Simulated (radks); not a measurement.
The numbers below are computed, except where a source is named.
All-electron atom: O2- in [Ne]. Level of theory: non-relativistic Kohn-Sham, LB94 model potential, spin-polarised, spherical densities, point nucleus; Watson sphere of charge +2.84 and radius 2.62 bohr (a radial shooting solver on a logarithmic mesh with Libxc functionals). Some entries of the table are withheld. Estimate them.

orbital,occ.,eigenvalue (hartree),<r> (bohr)
1s,2,-19.78016,0.1984
2s,2,-1.16083,(1)
2p,6,(2),(3)

Answer. 
(1) 2s <r> (bohr): 1.238
(2) 2p eigenvalue (hartree): -0.66200
(3) 2p <r> (bohr): 1.521
